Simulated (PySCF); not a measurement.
A mixed set of molecules.

All values: PBE0/def2-SVPD (PySCF) at GFN2-xTB geometries, gas phase, one conformer each. Core orbitals are frozen in the response; Δα² is half the sum of the squared differences of the principal polarisabilities.

Task: Rank by mean static polarisability, highest first.
A. `CC1=CC([SiH3])=NN=N1`
B. `OC(=O)[C@@H](F)OC`
C. `Cl[SiH2]CC1CC1`
D. `C=Cn1nncc1[SiH3]`
E. `C=CN1N=CC([SiH3])=N1`
F. `FC(F)(F)[SiH]([SiH3])[SiH3]`

Result: F (15.37 Å³), E (14.74 Å³), D (14.15 Å³), A (13.79 Å³), C (12.51 Å³), B (7.52 Å³).

Task: Rank by dipole moment, lowest first.
A. `Cc1cc([SiH3])nnn1`
B. `[Cl:1][c:2]1[n:3][n:4][c:5]([CH:6]2[CH2:7][CH2:8]2)[o:9]1` with N4–C5–C6–C7 -146°
C. `[Cl:1][SiH2:2][CH2:3][CH:4]1[CH2:5][CH2:6]1` with Cl1–Si2–C3–C4 62°, Si2–C3–C4–C5 82°
D. `FC(F)(F)[SiH]([SiH3])[SiH3]`
E. `[CH3:1][O:2][C@H:3]([F:4])[C:5](=[O:6])[OH:7]` with C1–O2–C3–F4 -67°, O2–C3–C5–O6 110°, C3–C5–O7–H 177°
F. `[CH2:1]=[CH:2][n:3]1[n:4][cH:5][c:6]([SiH3:7])[n:8]1` with C1–C2–N3–N4 0°

Result: F (0.14 D), C (1.64 D), D (2.63 D), E (3.34 D), B (4.02 D), A (4.98 D).

All values together:

| SMILES | formula | μ (D) | HOMO (eV) | LUMO (eV) | α (Å³) | Δα (Å³) | electrons | α per electron (Å³) |
| --- | --- | --- | --- | --- | --- | --- | --- | --- |
| CO[C@H](F)C(=O)O | C3H5FO3 | 3.34 | -8.55 | -0.50 | 7.52 | 2.36 | 56 | 0.134 |
| Cl[SiH2]CC1CC1 | C4H9ClSi | 1.64 | -7.76 | 0.31 | 12.51 | 3.06 | 64 | 0.195 |
| FC(F)(F)[SiH]([SiH3])[SiH3] | CH7F3Si3 | 2.63 | -8.84 | -1.15 | 15.37 | 4.76 | 82 | 0.187 |
| Cc1cc([SiH3])nnn1 | C4H7N3Si | 4.98 | -6.90 | -1.87 | 13.79 | 7.51 | 66 | 0.209 |
| C=Cn1ncc([SiH3])n1 | C4H7N3Si | 0.14 | -7.14 | -1.33 | 14.74 | 11.43 | 66 | 0.223 |
| Clc1nnc(C2CC2)o1 | C5H5ClN2O | 4.02 | -7.49 | -0.73 | 12.69 | 6.86 | 74 | 0.171 |
| C=Cn1nncc1[SiH3] | C4H7N3Si | 3.90 | -7.41 | -1.48 | 14.15 | 7.82 | 66 | 0.214 |

Conformers: `[CH3:1][O:2][C@H:3]([F:4])[C:5](=[O:6])[OH:7]` with C1–O2–C3–F4 -67°, O2–C3–C5–O6 110°, C3–C5–O7–H 177°; `[Cl:1][SiH2:2][CH2:3][CH:4]1[CH2:5][CH2:6]1` with Cl1–Si2–C3–C4 62°, Si2–C3–C4–C5 82°; `[CH2:1]=[CH:2][n:3]1[n:4][cH:5][c:6]([SiH3:7])[n:8]1` with C1–C2–N3–N4 0°; `[Cl:1][c:2]1[n:3][n:4][c:5]([CH:6]2[CH2:7][CH2:8]2)[o:9]1` with N4–C5–C6–C7 -146°; `[CH2:1]=[CH:2][n:3]1[n:4][n:5][cH:6][c:7]1[SiH3:8]` with C1–C2–N3–N4 0°.

Task: How closely does the mean polarisability follow the number of electrons in this set?

Result: The correlation coefficient is 0.71; α per electron runs from 0.134 to 0.223 Å³.
